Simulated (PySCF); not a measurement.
H9Si4, SMILES [SiH]([SiH2])([SiH3])[SiH3], doublet, PBE0/def2-SVP optimised geometry.

```
13

Si     1.05     1.85    -1.92
Si     0.29     0.78     0.00
Si     1.09    -1.43     0.08
Si    -2.06     0.78     0.00
H      2.54     2.00    -2.01
H      0.53     1.23    -3.18
H      0.79     1.53     1.20
H      0.61    -2.14     1.31
H      2.59    -1.45     0.07
H      0.59    -2.18    -1.12
H     -2.58     0.06     1.20
H     -2.59     2.18     0.00
H     -2.55     0.07    -1.23
```

Density from unrestricted PBE0/def2-TZVP (PySCF 2.14.0) at that geometry.

Minimum of the electron density along straight lines between bonded atoms, close to the bond critical point (lines longer than 1.1 times the sum of covalent radii, or with two minima, are not listed):

| bond | length / Å | ρ at the minimum / e bohr⁻³ | ∇²ρ there / e bohr⁻⁵ | position (fraction from the first atom) |
|---|---|---|---|---|
| Si1–Si2 | 2.331 | 0.090 | -0.15 | 0.53 |
| Si2–Si3 | 2.353 | 0.089 | -0.15 | 0.50 |
| Si2–Si4 | 2.349 | 0.091 | -0.15 | 0.50 |
| Si1–H5 | 1.497 | 0.117 | 0.14 | 0.49 |
| Si1–H6 | 1.497 | 0.117 | 0.14 | 0.49 |
| Si2–H7 | 1.499 | 0.115 | 0.16 | 0.49 |
| Si3–H8 | 1.497 | 0.117 | 0.15 | 0.49 |
| Si3–H9 | 1.495 | 0.118 | 0.15 | 0.49 |
| Si3–H10 | 1.495 | 0.118 | 0.15 | 0.49 |
| Si4–H11 | 1.496 | 0.118 | 0.15 | 0.49 |
| Si4–H12 | 1.495 | 0.118 | 0.15 | 0.49 |
| Si4–H13 | 1.496 | 0.117 | 0.15 | 0.49 |
